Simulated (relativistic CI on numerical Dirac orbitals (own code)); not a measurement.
## How the errors of a small relativistic CI change along the 3-electron sequence

Levels calculated with a relativistic CI code on KLI orbitals, against measured ones, in five cumulative steps: (1) Dirac-Coulomb, each configuration alone; (2) with Breit and QED terms; (3) with configuration mixing; (4) with scaled Slater integrals; (5) with a P86 correlation estimate. Each ion has its own short list of configurations; levels above 2,000 cm⁻¹ that pair in every step are counted, and ions without enough such levels are left out. The scale is 0.85 up to charge 4 and 0.9 beyond; P86 is a density functional added for each configuration.

Median relative error (%):

| Ion | Ground | Levels | (1) | (2) | (3) | (4) | (5) |
| --- | --- | --- | --- | --- | --- | --- | --- |
| Li I | 2s | 11 | 1.1 | 1.1 | 1.1 | 1.1 | 4.3 |
| Be II | 2s | 14 | 0.6 | 0.6 | 0.6 | 0.6 | 1.0 |
| B III | 2s | 11 | 0.3 | 0.4 | 0.4 | 0.4 | 0.3 |
| C IV | 2s | 24 | 0.2 | 0.2 | 0.2 | 0.2 | 0.1 |
| N V | 2s | 24 | 0.2 | 0.2 | 0.2 | 0.2 | 0.0 |
| O VI | 2s | 23 | 0.1 | 0.1 | 0.1 | 0.1 | 0.1 |
| F VII | 2s | 11 | 0.1 | 0.1 | 0.1 | 0.1 | 0.1 |

Mean absolute error (cm⁻¹):

```
  Ion  (1)   (2)   (3)   (4)   (5)
 Li I  349   350   350   350  1156
Be II  604   609   609   609  1156
B III  718   731   731   731   809
 C IV  892   928   927   927   735
  N V  961  1036  1036  1036   592
 O VI  971  1083  1082  1082   846
F VII  862  1050  1047  1047   942
```

In step (3), fully ab initio, the relative error is 1.1 % for Li I and 0.1 % for F VII, while the absolute error goes from 350 to 1047 cm⁻¹. Level energies grow with the charge (linearly within a shell, quadratically where n changes), mostly faster than the correlation that the model misses, so the relative error falls. The sets of levels differ from ion to ion, which blurs the trend. Mixing (step 3) lowers the mean absolute error for 7 of the 7 ions and scaling (step 4) for 0. The P86 step changes the mean absolute error by a factor of 3.3 for the first ion and 0.9 for the last.

Sources of the measured levels: Li I, NIST Handbook of Basic Atomic Spectroscopic Data (Sansonetti and Martin, J. Phys. Chem. Ref. Data 34, 1559 (2005)); Be II, NIST Handbook of Basic Atomic Spectroscopic Data (Sansonetti and Martin, J. Phys. Chem. Ref. Data 34, 1559 (2005)); B III, Moore, Atomic Energy Levels, vol. I, NSRDS-NBS 35 (1971 reprint of NBS Circular 467, 1949); C IV, Moore, Selected Tables of Atomic Spectra, NSRDS-NBS 3, section 3; N V, Moore, Selected Tables of Atomic Spectra, NSRDS-NBS 3, section 4; O VI, Moore, Selected Tables of Atomic Spectra, NSRDS-NBS 3, section 8; F VII, Moore, Atomic Energy Levels, vol. I, NSRDS-NBS 35 (1971 reprint of NBS Circular 467, 1949).
